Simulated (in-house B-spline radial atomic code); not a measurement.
Configurations of Ag⁶⁺, with energies counted from [Kr] 4d5. Method: scalar-relativistic (X2C) BHandHLYP, spin-polarised, spherical fractional occupations, exact exchange averaged over the configuration, Fermi nucleus of rms radius 4.5454 fm. Calculated with an all-electron radial atomic-structure program (B-spline basis). Shells without spins written out take the highest spin.

Occupations are held fixed; configurations that lie above the ionisation limit could autoionise.

| configuration | E - E(ref) (eV) | highest orbital | its <r> (bohr) |
| --- | --- | --- | --- |
| [Kr] 4d4 4f1 | 53.729 | 4f up | 1.66 |
| [Ar] 3d10 4s2 4p5 4d5 5p1 | 92.956 | 5p up | 2.124 |
| [Ar] 3d9 4s2 4p6 4d5 5s1 | 403.42 | 5s up | 1.908 |
| [Ar] 3d9 4s2 4p6 4d5 5d1 | 431.68 | 5d up | 2.542 |
| [Ar] 3d9 4s2 4p6 4d5 5f1 | 448.31 | 5f up | 3.415 |

Q: Order these further configurations by energy, lowest first.
A. [Ar] 3d10 4s2 4p5 4d5 5d1
B. [Ar] 3d9 4s2 4p6 4d5 4f1
C. [Ar] 3d9 4s2 4p6 4d5 5p1
D. [Kr] 4d4 5s1
E. [Ar] 3d10 4s2 4p5 4d5 4f1

A: D (29.965 eV), E (104.47 eV), A (109.57 eV), C (414.98 eV), B (426.61 eV).
